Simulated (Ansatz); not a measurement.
Ansatz (an electronic-structure program) input:

Ansatz 0.2 input:
```yaml
crystal:
  periodic: [false, false, false]
  atoms:
    - {symbol: Mo, position_ang: [0.00647517, -0.00620018, -0.06176619]}
    - {symbol: H, position_ang: [-0.45393104, -0.78603789, 1.30334400]}
    - {symbol: H, position_ang: [-0.75473259, 0.85253707, 1.10732733]}
    - {symbol: H, position_ang: [-0.51341346, -1.59752640, -0.28254492]}
    - {symbol: H, position_ang: [-1.02821628, 1.20679091, -0.61801505]}
    - {symbol: H, position_ang: [0.81686423, 0.30866156, 1.32667834]}
    - {symbol: H, position_ang: [1.66147220, 0.27598242, -0.24260968]}
basis:
  gaussian:
    orbitals: def2-TZVP
hamiltonian:
  xc: {name: wB97X-V}
relax: {f_tol: 0.003, max_steps: 100}
```

Problem. Which total energy does the run end on?

Solution. -71.62899 Eh (wB97X-V/def2-TZVP). The basis has 76 functions. The run takes roughly 40 core-seconds.
